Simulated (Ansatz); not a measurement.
Stepwise reaction of `[F][Al]([F])[Cl]` with hydrogen sulfide, as a gas-phase model of exchange steps in deposition or etching. ΔE in kJ/mol; ΔG adds harmonic PBE0-D4 terms to CCSD(T)/CBS, at 1 bar.

Computed with Ansatz on PBE0-D4/def2-TZVP structures; ΔE is electronic, products minus reactants. CCSD(T)/CBS adds triple-zeta CCSD(T) − MP2 to the extrapolated MP2 energy (def2 sets, frozen cores). This one scheme is used for every species. Functionals use def2-TZVPP. B3LYP here is the variant with VWN-RPA as its local correlation; programs differ in this. Each species was taken in one conformer, which may not be the lowest.

| step | reaction | PBE-D4 | B3LYP-D4 | ωB97M-V | CCSD(T)/CBS | ΔG(500 K) |
| --- | --- | --- | --- | --- | --- | --- |
| 1 | `[F][Al]([F])[Cl]` + H₂S → `[F][Al]([SH])[Cl]` + H–F | 53.0 | 65.8 | 63.5 | 61.7 | 68.1 |
| 2 | `[F][Al]([SH])[Cl]` + H₂S → `[SH][Al]([SH])[Cl]` + H–F | 57.8 | 70.5 | 68.6 | 64.8 | 75.7 |

Problem. By hand: ΔE of the 2 steps together at CCSD(T)/CBS.

Solution. (61.7) + (64.8) = 126.5 kJ/mol, or 63.2 kJ/mol a step.

In ΔE the steps differ by no more than 3.1 kJ/mol. All are uphill at CCSD(T)/CBS. ΔG lies between 68.1 and 75.7 kJ/mol a step. PBE-D4 differs from CCSD(T)/CBS by -8.7 to -7.0 kJ/mol a step. Isolated molecules leave out the surface, adducts and barriers. Largest T1 diagnostic: 0.012.
